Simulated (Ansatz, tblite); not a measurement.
Cost and result up the ladder for Te₁₄Mo₃ (17 atoms). Total charge 0; singlet. Geometry: PBE-D4/def2-SVP.

```xyz
17

Mo    1.178    0.802   -0.928
Mo   -0.304    0.507    1.541
Mo   -0.870   -1.317   -0.635
Te   -1.467    1.309   -0.787
Te    1.491   -1.347    0.670
Te    1.197    3.579   -0.470
Te    3.392    1.609    0.612
Te    0.770    1.018   -3.635
Te    2.658   -0.679   -2.706
Te   -2.971    0.424    2.296
Te   -0.805   -1.522    3.364
Te   -0.235    3.255    1.904
Te    1.933    1.310    2.972
Te   -3.553   -1.338    0.210
Te   -1.359   -3.308    1.292
Te   -1.472   -1.303   -3.315
Te    0.419   -2.997   -2.385
```

Ansatz on 2 threads of AMD EPYC 7R13 on a shared host and a share (18 GiB) of an NVIDIA H100 80GB HBM3; xTB runs through tblite on one thread. Times are rough, summed over both states, and most runs start from the orbitals of an earlier one. No level here is sound enough to serve as a yardstick. The other state is a doublet.

In the def2 sets Mo, Te take a core potential; there is no spin–orbit coupling. The xTB rows come from tblite. Single mean-field runs in def2-SVP are fitted with def2-universal-jkfit. HOMO above LUMO, or a gap near zero within one spin, warns that the state may not be the lowest or that an electron is smeared out. The order of the spin states hangs on the level: the triplet lies 0.08 eV below the singlet at PBE0-D4/def2-SVP, but 0.48 eV above it at LDA (SPW92)/def2-SVP.

Run but left out: CAM-B3LYP-D4/def2-SVP (charge +1 doublet: ⟨S²⟩ 1.19, where a pure state has 0.75).

Raw xTB energies of ions are shifted by several eV.

```csv
level,functions,wall time,vertical IE (eV),remarks
GFN1-xTB,153,0.35 s,10.76,–
LDA (SPW92)/def2-SVP,457,12 s,6.25,"gap within one spin near zero (+1 doublet), restricted SCF unstable in HF (singlet)"
revPBE-D4/def2-SVP (with forces),457,18 s,6.04,"gap within one spin near zero (+1 doublet), restricted SCF unstable in HF (singlet)"
PBE-D4/def2-SVP,457,19 s,6.08,"gap within one spin near zero (+1 doublet), restricted SCF unstable in HF (singlet)"
r2SCAN-D4/def2-SVP (with forces),457,37 s,6.23,"gap within one spin near zero (+1 doublet), restricted SCF unstable in HF (singlet)"
PBE0-D4/def2-SVP,457,57 s,6.13,restricted SCF unstable in HF (singlet)
```
